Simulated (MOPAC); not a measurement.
Input file for MOPAC: PM3 on LiAl-, 2S+1 = 2, a spin state set in the input, which need not be the lowest, a point of a bond scan (R = 2.702 Å). Charge -1.

```
PM3 1SCF PRECISE CHARGE=-1 UHF MS=0.5 THREADS=1
AlLi

Li     0.00000000 1     0.00000000 1     0.00000000 1
Al     0.00000000 1     0.00000000 1     2.70205900 1
```

Output:

```
*******************************************************************************
 **                                                                           **
 **                              MOPAC v23.2.5                                **
 **                                                                           **
 *******************************************************************************
 ** MOPAC's Digital Object Identifier: https://doi.org/10.5281/zenodo.6511958 **
 **                                                                           **
 ** Please cite the open-source release paper for use of this MOPAC version:  **
 ** J. E. Moussa and J. J. P. Stewart (2026)                                  **
 ** MOPAC: An open-source semiempirical molecular orbital program             **
 ** J. Open Source Softw., 11(119), 8025, https://doi.org/10.21105/joss.08025 **
 *******************************************************************************

                              PM3 CALCULATION RESULTS

 *******************************************************************************
 *  PM3        - The PM3 Hamiltonian to be used
 *  UHF        - UNRESTRICTED HARTREE-FOCK CALCULATION
 *
 *
 *
 *                 CHARGE ON SYSTEM = -1
 *
 *
 *
 *  MS=        - IN MECI, MAGNETIC COMPONENT OF SPIN =  0.5
 *  PRECISE    - TIGHTER CRITERIA TO BE USED
 *  1SCF       - DO 1 SCF AND THEN STOP
 *  THREADS=1  - MULTI-THREADING NOT USED
 *  T=         - A TIME OF 172800.0 SECONDS REQUESTED
 *  DUMP=N     - RESTART FILE WRITTEN EVERY 7200.0 SECONDS REQUESTED
 *******************************************************************************
PM3 1SCF PRECISE CHARGE=-1 UHF MS=0.5 THREADS=1
 AlLi

   ATOM   CHEMICAL          X               Y               Z
  NUMBER   SYMBOL      (ANGSTROMS)     (ANGSTROMS)     (ANGSTROMS)

     1      Li          0.00000000  *   0.00000000  *   0.00000000  *
     2      Al          0.00000000  *   0.00000000  *   2.70205900  *



          CARTESIAN COORDINATES

    NO.       ATOM           X           Y           Z

     1        Li          0.0000      0.0000      0.0000
     2        Al          0.0000      0.0000      2.7021

 Li: (PM3): E. ANDERS, R. KOCH, P. FREUNSCHT, J. COMP. CHEM 14 1301-1312  1993
 Al: (PM3): J. J. P. STEWART, J. COMP. CHEM. 10, 209 (1989).

           Empirical Formula: Li Al  =     2 atoms



      MOLECULAR POINT GROUP   :   C*v


          UHF CALCULATION, NO. OF ALPHA ELECTRONS =    3
                           NO. OF BETA  ELECTRONS =    2

 -------------------------------------------------------------------------------
 PM3 1SCF PRECISE CHARGE=-1 UHF MS=0.5 THREADS=1
 AlLi



     1SCF WAS SPECIFIED, SO BFGS WAS NOT USED
     SCF FIELD WAS ACHIEVED


                              PM3 CALCULATION
                                                       MOPAC v23.2.5 Linux




          FINAL HEAT OF FORMATION =         -8.27427 KCAL/MOL =     -34.61954 KJ/MOL


          COSMO AREA              =        102.75 SQUARE ANGSTROMS
          COSMO VOLUME            =         90.01 CUBIC ANGSTROMS

          IONIZATION POTENTIAL    =          1.827275 EV
          ALPHA SOMO LUMO (EV)    =         -4.226  2.523
          BETA  SOMO LUMO (EV)    =         -1.827  1.883
          NO. OF ALPHA ELECTRONS  =          3
          NO. OF BETA  ELECTRONS  =          2
          MOLECULAR WEIGHT        =         33.9215         POINT GROUP:  C*v

          MOLECULAR DIMENSIONS (Angstroms)

            Atom       Atom       Distance
           Al     2   Li     1     2.70206
           Al     2   Li     1     0.00000
           Li     1   Al     2     0.00000


          SCF CALCULATIONS        =          1





   ATOM   CHEMICAL          X               Y               Z
  NUMBER   SYMBOL      (ANGSTROMS)     (ANGSTROMS)     (ANGSTROMS)

     1      Li          0.00000000  *   0.00000000  *   0.00000000  *
     2      Al          0.00000000  *   0.00000000  *   2.70205900  *

                             CARTESIAN COORDINATES

   1   Li        0.000000000     0.000000000     0.000000000
   2   Al        0.000000000     0.000000000     2.702059000


           Empirical Formula: Li Al  =     2 atoms



      MOLECULAR POINT GROUP   :   C*v


          ALPHA EIGENVALUES
  -4.42985  -4.42985  -4.22590   2.52346   2.93958   2.93958   3.02634   9.32984


           BETA EIGENVALUES
  -4.02551  -1.82727   1.88344   1.88344   2.76440   2.92613   2.92613  17.20655


              NET ATOMIC CHARGES AND DIPOLE CONTRIBUTIONS

  ATOM NO.   TYPE          CHARGE      No. of ELECS.   s-Pop       p-Pop
    1         Li          -0.073539        1.0735     0.98845     0.08509
    2         Al          -0.926461        3.9265     0.00113     3.92534
 DIPOLE           X         Y         Z       TOTAL
 POINT-CHG.     0.000     0.000    -1.701     1.701
 HYBRID         0.000     0.000     1.490     1.490
 SUM            0.000     0.000    -0.211     0.211


          ATOMIC ORBITAL ELECTRON POPULATIONS

     Atom    s        px        py        pz
    1 Li   0.98845   0.00902   0.00902   0.06705
    2 Al   0.00113   0.99098   0.99098   1.94337


                    (SZ)    =    0.500000
                    (S**2)  =    1.751820


          ATOMIC ORBITAL SPIN POPULATIONS

    Atom   Total    s     px     py     pz
         Atomic
    1 Li -0.9753 -0.964  0.009  0.009 -0.029
    2 Al  1.9753  0.001  0.991  0.991 -0.007

 **********************
 *                    *
 * JOB ENDED NORMALLY *
 *                    *
 **********************




 == MOPAC DONE ==
```

The run finished. Its determinant has ⟨S²⟩ = 1.75, a mixture of spin states.

Cost: about 0.020 core-seconds (a rough figure).
